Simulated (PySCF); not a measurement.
wavenumber (cm⁻¹), absorption (km/mol per cm⁻¹) and a bar:
```
        0      0.016 
       13      0.021 
       26      0.029 
       39      0.043 
       52      0.071 #
       65      0.140 ##
       78      0.379 #####
       92      1.264 ###############
      105      0.586 #######
      118      0.227 ###
      131      0.226 ###
      144      0.486 ######
      157      0.191 ##
      170      0.074 #
      183      0.041 
      196      0.027 
      209      0.019 
      222      0.015 
      235      0.012 
      248      0.010 
      261      0.009 
      275      0.007 
      288      0.007 
      301      0.006 
      314      0.006 
      327      0.005 
      340      0.005 
      353      0.005 
      366      0.005 
      379      0.005 
      392      0.005 
      405      0.005 
      418      0.006 
      431      0.006 
      444      0.006 
      458      0.007 
      471      0.008 
      484      0.009 
      497      0.010 
      510      0.012 
      523      0.014 
      536      0.017 
      549      0.021 
      562      0.027 
      575      0.037 
      588      0.053 #
      601      0.081 #
      614      0.141 ##
      627      0.301 ####
      641      0.911 ###########
      654      2.442 ##############################
      667      0.792 ##########
      680      0.274 ###
      693      0.132 ##
      706      0.077 #
      719      0.050 #
      732      0.035 
      745      0.026 
      758      0.020 
      771      0.016
```

This is the computed harmonic infrared spectrum of triplet CuF3, Lorentzian lines of 19 cm⁻¹ full width. These are results of UPBE0/[Cu def2-SVP, F def2-SVP], no relativity, density fitting, PySCF, not measurements.

Task: Which bands make it up, and how are they assigned?

Result: In D3h symmetry, counting bands above 1 % of the strongest: 94 cm⁻¹ (a2'', bend, 39 km/mol); 144 cm⁻¹ (e', bend, 13 km/mol); 653 cm⁻¹ (e', stretch, 73 km/mol).

Other isomers or separated fragments may lie lower. Other spin states or occupations of the open shell can lie lower.
